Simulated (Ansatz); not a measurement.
Reaction (formal hydrolysis of a C–Si bond): `BC(=C)[SiH2]C` + H₂O → `BC(=C)O` + `C[SiH3]`

Gas-phase electronic energies from Ansatz, PBE0-D4/def2-TZVP geometries. CCSD(T)/CBS adds triple-zeta CCSD(T) − MP2 to the extrapolated MP2 energy (def2 sets, frozen cores). This one scheme is used for every species. DFT in def2-TZVPP. HSE06 is defined as in plane-wave codes. Each species was taken in one conformer, which may not be the lowest.

`BC(=C)[SiH2]C`:

```xyz
14

B     0.927    0.691   -1.593
C    -0.319    0.119   -0.889
C    -1.203   -0.555   -1.645
Si   -0.594    0.333    0.950
C     0.803   -0.436    1.929
H     1.775    1.292   -0.995
H     1.057    0.531   -2.775
H    -2.112   -0.999   -1.242
H    -1.044   -0.687   -2.715
H    -1.896   -0.295    1.320
H    -0.674    1.787    1.265
H     0.661   -0.280    3.000
H     0.860   -1.511    1.744
H     1.759    0.010    1.645
```

H₂O:

Z-matrix (Å, degrees):
```
O
H 1 0.960
H 1 0.960 2 105.1
```

`BC(=C)O`:

```xyz
9

B    -0.093    1.224   -0.334
C    -0.167   -0.258    0.053
C     0.958   -0.936    0.339
O    -1.360   -0.919    0.116
H     0.966    1.769   -0.379
H    -1.096    1.833   -0.589
H     0.945   -1.985    0.617
H     1.908   -0.425    0.292
H    -2.060   -0.303   -0.114
```

`C[SiH3]`:

Cartesian coordinates in Å:
```
C 0.340 -0.630 0.680
Si -0.304 0.564 -0.609
H 0.597 -0.103 1.602
H 1.235 -1.143 0.321
H -0.412 -1.385 0.919
H -1.522 1.263 -0.116
H -0.656 -0.156 -1.863
H 0.723 1.590 -0.934
```

CCSD(T)/CBS gives +61.4 kJ/mol.

Problem. Another level gave +34.0 kJ/mol. Which?
A. PBE0-D4/def2-TZVPP
B. HSE06/def2-TZVPP
C. revPBE/def2-TZVPP
D. SCS-MP2/def2-TZVPP

Solution. C. revPBE 34.0, HSE06 42.0, PBE0-D4 48.0, SCS-MP2/def2-TZVPP 58.6 kJ/mol.

Problem. What do rigid-rotor, harmonic-oscillator terms from PBE0-D4/def2-TZVP frequencies (298.15 K, 1 bar) make of the CCSD(T)/CBS value? (An estimate is asked.)

Solution. The calculation gave: ΔZPE = +0.8 kJ/mol, ΔH = +57.7 kJ/mol, ΔS = -4 J/(mol·K), ΔG = +59.0 kJ/mol.

Largest T1 diagnostic among the species: 0.013.

From PBE to PBE0 (25 % exact exchange), in def2-TZVPP and without D4, ΔE moves by +8.2 kJ/mol. At CCSD(T), def2-SVP lies −27.9 kJ/mol from the extrapolated value and def2-TZVPP −5.5 kJ/mol. The D4 term adds +10.3 kJ/mol with B3LYP and +6.0 kJ/mol with PBE0; it sums over pairs of atoms, weighted by their polarisabilities, and B3LYP, whose exchange is more repulsive, gets the larger term.

B3LYP here is the variant with VWN-RPA as its local correlation; programs differ in this.
